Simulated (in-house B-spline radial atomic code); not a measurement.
The numbers below are computed, except where a source is named.
Correlation energy from the adiabatic connection: ω²r²/2 − Z/r, ω = 0.219, Z = 0.5

Two electrons in a singlet, external potential ω²r²/2 − Z/r, ω = 0.219, Z = 0.5 (atomic units). Full CI in B-splines (partial waves to l = 8, correlation up to 0.6 % small) with the density held fixed gives W(λ) = <V_ee>_λ − U, and E_c is the integral of W(λ) − W(0) from 0 to 1.

| λ | W(λ) − W(0) (hartree) |
| --- | --- |
| 0 | 0.00000 |
| 0.02 | -0.00185 |
| 0.05 | -0.00455 |
| 0.12 | -0.01050 |
| 0.25 | -0.02042 |
| 0.4 | -0.03032 |
| 0.6 | -0.04145 |
| 0.8 | -0.05075 |
| 1 | -0.05863 |

Problem. Integrate the table by the trapezoid rule.

Solution. The strips give -0.00002, -0.00010, -0.00053, -0.00201, -0.00381, -0.00718, -0.00922, -0.01094, which sum to -0.03379 hartree. The direct value, W(1) − W(0) + T_c with T_c = 0.02472, is -0.03391; the curve is convex, so chords lie above it and the trapezoids fall short in size by 0.35 %.

Problem. Now use only three numbers: W(0) = -0.40846, the initial slope W'(0) = -0.09354 (extrapolated from the first points) and the strong-coupling limit of the point-charge-plus-continuum model, W∞ = -0.56419. What do second-order theory and the interpolation W(λ) = W∞ + (W(0) − W∞)/√(1 + 2χλ) of Seidl, Perdew and Levy give?

Solution. Second order keeps the slope alone: E_c = W'(0)/2 = -0.04677, +38 % in size against -0.03391. Matching the slope fixes χ = W'(0)/(W∞ − W(0)) = -0.09354/(-0.15573) = 0.60065. Integrating, with s = √(1 + 2χ) = 1.483681, E_c = −(W(0) − W∞)(s − 1)/(s + 1) = −0.15573 × 0.483681/2.483681 = -0.03033 hartree, -10.6 % in size against the full result. At λ = 1 the formula gives W − W(0) = -0.05077 against -0.05863. Part of the miss can come from the model's W∞.
